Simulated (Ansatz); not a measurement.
CHBO₂. Total charge 0; spin multiplicity 1. The bonds changed during the relaxation, so this is another structure than the one it started from. The geometry is a stationary point of PBE0-D4/def2-TZVP.

```xyz
5

O     0.059    2.164   -1.542
C     0.506    1.186   -1.221
B    -0.179   -1.117    0.914
O    -1.135   -0.462    1.222
H     0.751   -1.771    0.627
```

(1) What is the dipole moment at ωB97M-V/def2-TZVPP? (Best estimate.)

(2) And with PBE, r2SCAN, B3LYP? (An estimate is asked.)

(3) Give the Mulliken charges with ωB97M-V, PBE, B3LYP in def2-TZVPP. (Estimate.)

Answers

(1) Ansatz gave: 2.65 D, with components (2.15, -1.33, -0.79) D in this frame, pointing from negative to positive charge.

(2) Ansatz gave: PBE 2.34 D, r2SCAN 2.51 D, B3LYP 2.63 D.

(3) The calculation gave: 
| atom | ωB97M-V | PBE | B3LYP |
| --- | --- | --- | --- |
| O1 | 0.01 | 0.06 | 0.02 |
| C2 | 0.00 | -0.05 | -0.01 |
| B3 | 0.02 | 0.01 | 0.02 |
| O4 | -0.15 | -0.08 | -0.12 |
| H5 | 0.12 | 0.06 | 0.09 |

B3LYP here is the variant with VWN-RPA as its local correlation; programs differ in this.
